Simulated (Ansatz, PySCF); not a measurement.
Energy difference R1 → 2 P1, each structure at its B3LYP-D3(BJ)/def2-TZVP stationary point, reached from a drawn start (curvature not checked).
P1: OH (SMILES [OH]), charge 0, multiplicity 2.
R1, H2O2 (SMILES OO) (charge 0, multiplicity 1, Z-matrix in Å and degrees):
```
O
H 1 0.9680
O 1 1.4503 2 100.53
H 3 0.9680 1 100.53 2 -115.87
```

P less R. No zero-point or thermal terms; singlets are restricted closed shells; open shells are unrestricted; no spin–orbit coupling.

Correlated levels freeze the cores.

Codes used: Ansatz (Gaussian basis) for Hartree–Fock, density functionals and correlated methods; PySCF for the D3/D4 terms. All values are computed, each at the level named.

PBE/def2-TZVPP gives 63.04 kcal/mol for the reaction energy.

**Question.** How do the other levels lie against it? Give each less PBE: PBE-D3(BJ)/def2-TZVPP, r2SCAN/def2-TZVPP, B3LYP/def2-TZVPP, wB97M-V/def2-TZVPP, B2PLYP/def2-TZVPP, MP2/cc-pVQZ, CCSD(T)/cc-pVQZ.

**Answer.** PBE-D3(BJ)/def2-TZVPP 0.33; r2SCAN/def2-TZVPP -11.46; B3LYP/def2-TZVPP -11.85; wB97M-V/def2-TZVPP -8.24; B2PLYP/def2-TZVPP -11.00; MP2/cc-pVQZ -1.92; CCSD(T)/cc-pVQZ -9.74 kcal/mol. 1 of 7 lie above PBE; the widest gap is to B3LYP/def2-TZVPP.

Ansatz is a first-principles code.
